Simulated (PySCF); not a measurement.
**Orbital energies and ionisation energy**

BF₂GeH₃.
Cartesian coordinates in Å at the PBE0-D3(BJ)/def2-SVP level; atoms count from 1:
```
atom  x, y, z in Å
F1     1.555    1.040   -0.179
B2     0.914   -0.111   -0.171
F3     1.646   -1.195   -0.335
Ge4   -1.138   -0.260    0.095
H5    -1.436   -0.862    1.481
H6    -1.734   -1.206   -0.964
H7    -1.824    1.111   -0.007
```

Level: PBE0/def2-SVPD (PySCF). Frontier orbitals with their largest atomic shares (Löwdin; up to four atoms above 4 %):

| orbital | ε (eV) | main atoms |
| --- | --- | --- |
| HOMO−3 | -12.48 | F1 47 %, F3 47 %, B2 4 % |
| HOMO−2 | -9.85 | Ge4 43 %, H5 30 %, H6 15 %, H7 5 % |
| HOMO−1 | -9.82 | Ge4 43 %, H7 29 %, H6 19 % |
| HOMO | -9.08 | ? |
| LUMO | -1.11 | B2 39 %, Ge4 23 %, F1 14 %, F3 13 % |
| LUMO+1 | 0.04 | Ge4 38 %, B2 31 %, H6 9 %, H5 9 % |
| LUMO+2 | 0.86 | Ge4 49 %, H7 14 %, B2 10 %, H5 8 % |

What vertical ionisation energy does ΔSCF give, and how far is −ε(HOMO) from it?

ΔSCF: 11.41 eV (1100 kJ/mol; threshold wavelength 109 nm); ⟨S²⟩ of the doublet left behind is 0.753, against 0.75 for a pure doublet. −ε(HOMO) is 9.08 eV, 2.33 eV below it. For the exact functional −ε(HOMO) would equal the first vertical ionisation energy; PBE0 (global hybrid, 25 % exact exchange) falls short of its own ΔSCF value by 20 %. Holes in the HOMO−1 and HOMO−2 were tried too where these lie within 1.2 eV of the HOMO; the lowest converged state counts.

On which atoms does the HOMO lie?

Ge4 (germanium bonded to B and 3 H) 35 %, B2 (three-coordinate boron) 26 %, F1 (boron-bound fluorine) 11 %, F3 (boron-bound fluorine) 11 %, so no atom holds as much as 40 %. The HOMO−1 lies 0.74 eV lower.

What kinetic energy would electrons from this vertical process carry with Lyman-α light (10.199 eV)?

The photon is 1.21 eV short of the vertical value.

What total energies stand behind the ΔSCF value?

E(N) = -2302.53643 Eh and E(N − 1) = -2302.11727 Eh at the same geometry, 0.41916 Eh apart.

Shift the occupied levels rigidly so that −ε(HOMO) equals the ΔSCF value. What binding energies result?

The shift is +2.33 eV: HOMO 11.41, HOMO−1 12.15, HOMO−2 12.18, HOMO−3 14.81 eV. A rigid shift is only a rough guide to the deeper ionisations.

Isolated species at its PBE0-D3(BJ)/def2-SVP geometry, gas phase. The calculation is non-relativistic, for germanium too.
